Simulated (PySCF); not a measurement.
**Gas-phase thermal properties of KCl**

Computed with PySCF (xtb for GFN2) and rigid-rotor harmonic-oscillator thermochemistry at 1 bar. Table values come from the NASA 1993 polynomials. 6-31G* has spherical d functions here. All species are closed-shell singlets. B3LYP is the form with VWN-RPA correlation. The harmonic model lacks anharmonicity and excited electronic states, which grow with temperature; levels with a mode under 35 cm⁻¹ are left out.

```csv
level,point group,σ,ZPE (kJ/mol),S°298 (J/mol/K),Cp298 (J/mol/K),S°1000 (J/mol/K),H1000 − H298 (kJ/mol)
table,-,-,-,239.1,36.5,284.4,26.4
B3LYP/6-31G*,C∞v,1,1.6,239.6,36.4,284.4,26.0
GFN2-xTB,C∞v,1,1.3,240.3,36.7,285.3,26.1
HF/6-31G*,C∞v,1,1.6,240.0,36.4,284.8,26.0
PBE/def2-SVP,C∞v,1,1.7,238.6,36.2,283.3,26.0
PBE0/def2-TZVP,C∞v,1,1.7,239.0,36.3,283.8,26.0
```
σ: rotational symmetry number. Electronic degeneracy used: 1. Frequencies are unscaled.
